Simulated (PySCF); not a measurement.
Run record: geometry optimisation, `C1[C@H](CC[C+]1C)OC(C)C`.

Computed with PBE0-D3(BJ)/def2-SVP geometry optimisation, gas phase (PySCF 2.14.0). Start geometry: GFN2-xTB. The input is one job of a driver script: a line of settings, then coordinates in Å.

Input:
```
{"job": {"xc": "PBE0", "basis": "def2-SVP", "d3": "d3bj", "grid": 1, "kind": "geom"}, "charge": 1, "multiplicity": 1}
C      3.369817     0.549735    -0.633539
C      2.248873    -0.104535     0.007418
C      1.735617    -1.415184    -0.363693
C      0.503786    -1.659684     0.509275
C      0.056101    -0.241255     0.922868
O     -0.677310     0.401599    -0.070176
C     -2.054916     0.686249     0.200509
C     -2.499443     1.699142    -0.844702
C     -2.902953    -0.583026     0.148458
C      1.422548     0.500894     1.034522
H      3.998096    -0.135337    -1.198244
H      3.961225     1.132775     0.074132
H      2.967748     1.290916    -1.336454
H      2.495234    -2.200429    -0.298936
H      1.471068    -1.381803    -1.429146
H     -0.283887    -2.183921    -0.025485
H      0.764421    -2.232975     1.398391
H     -0.485647    -0.237302     1.875006
H     -2.126873     1.129707     1.205849
H     -1.889378     2.596330    -0.788336
H     -2.398310     1.271885    -1.838222
H     -3.537469     1.969041    -0.680263
H     -3.939596    -0.332333     0.349855
H     -2.839289    -1.033226    -0.839023
H     -2.575589    -1.306519     0.892043
H      1.844435     0.257259     2.016203
H      1.351796     1.588423     0.969446
```

Q: Estimate the output.

A: 
```
step   0  E = -427.33382805  max force = 0.017097
step   1  E = -427.33777494  max force = 0.003060
step   2  E = -427.33797344  max force = 0.001458
step   3  E = -427.33805506  max force = 0.001039
step   4  E = -427.33810601  max force = 0.001501
step   5  E = -427.33814108  max force = 0.001426
step   6  E = -427.33816784  max force = 0.000481
step   7  E = -427.33819072  max force = 0.000449
step   8  E = -427.33821015  max force = 0.000852
step   9  E = -427.33822090  max force = 0.000824
step  10  E = -427.33821756  max force = 0.000376
step  11  E = -427.33821345  max force = 0.000224
step  12  E = -427.33821597  max force = 0.000227
optimisation converged
```

Energies in Eh; «max force» is the largest Cartesian gradient component in Eh/bohr.

Q: How much energy does the optimisation release, in eV?

A: E(step 0) − E(last step) = 0.004388 Eh, which is 0.119 eV.

Q: Give the first gradient maximum in eV/Å.

A: With 1 Eh/bohr = 51.422 eV/Å, 0.879 eV/Å.

Main results: final energy -427.33822 Eh after 12 steps.

Q: Give the final coordinates.

A: 0.141 Å rms from the input after alignment:
```
atom  x, y, z in Å
C1     3.1366    0.6929   -0.4448
C2     1.9312    0.1178    0.1246
C3     1.3204   -1.1450   -0.2880
C4     0.1014   -1.3406    0.6115
C5    -0.2845    0.1052    0.9631
O6    -0.8743    0.7614   -0.1088
C7    -2.2830    1.0263   -0.0272
C8    -2.5943    2.0000   -1.1401
C9    -3.1013   -0.2487   -0.1066
C10    1.1026    0.7565    1.1358
H11    3.7785   -0.0282   -0.9660
H12    3.6930    1.3053    0.2812
H13    2.7582    1.4214   -1.1967
H14    2.0424   -1.9716   -0.3986
H15    1.0015   -0.9178   -1.3323
H16   -0.7134   -1.8834    0.1192
H17    0.3822   -1.8979    1.5195
H18   -0.8902    0.1806    1.8820
H19   -2.4686    1.5160    0.9492
H20   -1.9759    2.9039   -1.0504
H21   -2.4013    1.5392   -2.1208
H22   -3.6513    2.2983   -1.1037
H23   -4.1740   -0.0101   -0.0717
H24   -2.9029   -0.7799   -1.0505
H25   -2.8956   -0.9290    0.7339
H26    1.5547    0.3715    2.0821
H27    1.1493    1.8546    1.1759
```

Rough CPU time on one thread of a shared machine: about 7 min.
Labels such as C1 count atoms from 1, the log's own numbers from 0.
